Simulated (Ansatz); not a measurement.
Ansatz results at the PBE0-D4/def2-TZVP geometry: zero-point energy (PBE0-D4/def2-TZVP) 84.7 kJ/mol; LUMO energy (ωB97M-V/def2-TZVPP) 0.06 eV; LUMO energy (PBE0/def2-TZVPP) -1.68 eV.

Q: Which molecule gave them?
A. `[F][Al]1[CH2][O]1`
B. `NC1(F)C=C1`
C. `F[CH]1[O][AlH]1`
D. `[TeH]C1=CCO1`

A: A. The others give `NC1(F)C=C1`: 173.5, 1.98, -0.20; `F[CH]1[O][AlH]1`: 76.0, 0.13, -1.49; `[TeH]C1=CCO1`: 156.1, 1.03, -0.84.
